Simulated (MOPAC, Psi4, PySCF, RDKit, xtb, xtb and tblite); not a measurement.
Two geometries of SMILES Bc1ccccc1N (C6H8BN), relaxed at GFN2-xTB with one dihedral held; other torsions can differ between them too.

Structure A

```
16

B      2.1032     1.0024     0.0043
C      0.6410     0.5418     0.0112
C     -0.3797     1.5011     0.1413
C     -1.7175     1.1779     0.1410
C     -2.0959    -0.1536     0.0055
C     -1.1368    -1.1315    -0.1193
C      0.2265    -0.8107    -0.1115
N      1.1324    -1.8290    -0.1709
H      3.0071     0.2610    -0.1003
H      2.3415     2.1438     0.1092
H     -0.0884     2.5368     0.2407
H     -2.4688     1.9468     0.2422
H     -3.1426    -0.4225    -0.0026
H     -1.4274    -2.1686    -0.2223
H      2.0949    -1.5970    -0.3376
H      0.8156    -2.7349    -0.4696
```

Structure B

```
16

B      2.0859     1.0344    -0.0316
C      0.6149     0.5245    -0.1149
C     -0.0486     0.0967     1.0316
C     -1.3414    -0.3969     0.9859
C     -2.0023    -0.4756    -0.2273
C     -1.3674    -0.0671    -1.3840
C     -0.0666     0.4274    -1.3389
N      0.5380     0.9004    -2.4966
H      2.9757     0.2814    -0.1582
H      2.3151     2.1556     0.2144
H      0.4652     0.1536     1.9816
H     -1.8263    -0.7224     1.8940
H     -3.0105    -0.8604    -0.2751
H     -1.8736    -0.1313    -2.3375
H      1.5452     0.9350    -2.4741
H      0.1566     0.5478    -3.3610
```

### Question
Which is lower in energy at the level B3LYP-D3(BJ)/def2-SVP // GFN2-xTB in Psi4 1.11, and by how much?

### Answer
A is lower, by 59.55 kJ/mol (dihedral H9–B1–C2–C3: 180° in A, 90° in B).

E(B) − E(A) in kJ/mol at the other levels, on the same two geometries: GFN2-xTB (xtb and tblite) 24.21; B3LYP/def2-SVP // GFN2-xTB (Psi4) 59.40; PBE/def2-SVP // GFN2-xTB (Psi4) 61.92; PBE-D3(BJ)/def2-SVP // GFN2-xTB (Psi4) 61.99; UFF // GFN2-xTB (RDKit) 35.99; PM3, restricted, heats of formation // GFN2-xTB (MOPAC) 19.33; AM1, restricted, heats of formation // GFN2-xTB (MOPAC) 14.46; GFN1-xTB // GFN2-xTB (xtb) 26.61; restricted B3LYP/6-31G*, spherical d, density fitting // GFN2-xTB (PySCF) 59.74; restricted LDA (SVWN5)/6-31G*, spherical d, density fitting // GFN2-xTB (PySCF) 69.71; restricted B3LYP/6-311+G**, spherical d, density fitting // GFN2-xTB (PySCF) 57.67; restricted Hartree-Fock/6-31G*, spherical d, density fitting // GFN2-xTB (PySCF) 52.42.
